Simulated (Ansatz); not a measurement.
A structure relaxed at PBE0-D4/def2-TZVP, charge 0, multiplicity 1:

Cartesian coordinates in Å:
```
C -0.673 -1.410 -0.327
B 0.534 -0.518 -0.781
N 0.832 0.745 -0.230
Ga -0.021 1.706 1.102
H -1.315 -1.629 -1.187
H -0.306 -2.385 0.011
H -1.297 -0.989 0.465
H 1.262 -0.925 -1.653
H 1.642 1.203 -0.624
H 0.627 3.091 1.433
H -1.284 1.111 1.791
```

(1) Give its formula and SMILES.

(2) Point group (tolerance 0.08 Å, 0.16 Å for H)?

(3) Summarise the bond lengths by kind.

## Answers

(1) CH7BGaN, `CB[NH][GaH2]`.

(2) Cs.

(3) 1 × B–C 1.568 Å; 3 × C–H 1.092 to 1.096 Å; 1 × B–N 1.410 Å; 1 × B–H 1.207 Å; 1 × Ga–N 1.850 Å; 1 × H–N 1.011 Å; 2 × Ga–H 1.557 to 1.564 Å.

Computed with Ansatz.
